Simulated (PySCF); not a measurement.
**Simulated absorption spectrum**

Species: C₃H₃F₃O₂.
Z-matrix (Å and degrees, GFN2-xTB geometry), rows numbered from 1:
```
O 
C   1  1.1880
C   2  1.5384  1  123.65
F   3  1.3758  2  108.51  1   129.70
O   3  1.3881  2  106.81  1  -112.70
C   5  1.3702  3  115.51  2   176.42
F   6  1.3525  5  110.79  3   -67.54
F   6  1.3304  5  107.54  3   175.79
H   2  1.1013  1  124.31  3  -179.86
H   3  1.1008  2  112.21  1    11.64
H   6  1.1051  5  114.05  3    54.36
```

Level of theory: TDDFT PBE0/def2-SVPD, vertical, gas phase, core orbitals frozen in the response in PySCF.

Computed states:

| state | E (eV) | f |
| --- | --- | --- |
| S1 | 4.16 | 0.0000 |
| S2 | 7.11 | 0.011 |
| S3 | 7.65 | 0.0079 |
| S4 | 8.18 | 0.014 |
| S5 | 8.29 | 0.022 |
| S6 | 8.60 | 0.0060 |
| S7 | 8.69 | 0.076 |
| S8 | 8.82 | 0.020 |

Broadening: Gaussians 0.3 eV wide at half height, area fixed by f = 4.319×10⁻⁹ ∫ε dν̃. The width is an assumption, not a result. The curve ends short of the highest state used, and states not computed would add to its high-energy end.

**Question.** Give the broadened spectrum and its maxima.

**Answer.** 
E (eV), ε (L mol⁻¹ cm⁻¹) and a bar:
```
     3.71          0 
     3.86          0 
     4.02          2 
     4.17          3 
     4.33          1 
     4.48          0 
     4.64          0 
     4.80          0 
     4.95          0 
     5.11          0 
     5.26          0 
     5.42          0 
     5.58          0 
     5.73          0 
     5.89          0 
     6.04          0 
     6.20          0 
     6.35          0 
     6.51          0 
     6.67          2 
     6.82         71 #
     6.98        590 ######
     7.13       1019 ###########
     7.29        410 ####
     7.45        250 ###
     7.60        664 #######
     7.76        479 #####
     7.91        250 ###
     8.07       1358 ##############
     8.22       2907 ##############################
```

Maxima: 174 nm (7.11 eV), ε about 1000, made up of S2 (100%); 162 nm (7.65 eV), ε about 710, made up of S3 (100%) (ε in L mol⁻¹ cm⁻¹; maxima over ε = 5, shares over 10%). At its high-energy end, 8.22 eV, the curve is still rising (ε about 2900, from S4 and S5).

**Question.** On this curve, what absorbance would a 10⁻³ mol/L sample give at 308 nm over a 1 cm path?

**Answer.** 308 nm is 4.025 eV, where ε is about 1.6 L mol⁻¹ cm⁻¹, so A = ε c l ≈ 0.0016 (Beer–Lambert, with the gas-phase spectrum and the assumed width).

**Question.** Coming from long wavelengths, where does ε first pass 100 L mol⁻¹ cm⁻¹?

**Answer.** At about 181 nm (6.84 eV), 2.69 eV above S1.

**Question.** What would ε be at 7.11 eV, the highest of these maxima, with half the width (0.15 eV)?

**Answer.** About 2050 L mol⁻¹ cm⁻¹ against 1030, a factor of about 2.00; a lone state at its own centre would give exactly 2.

One conformer stands for the species.
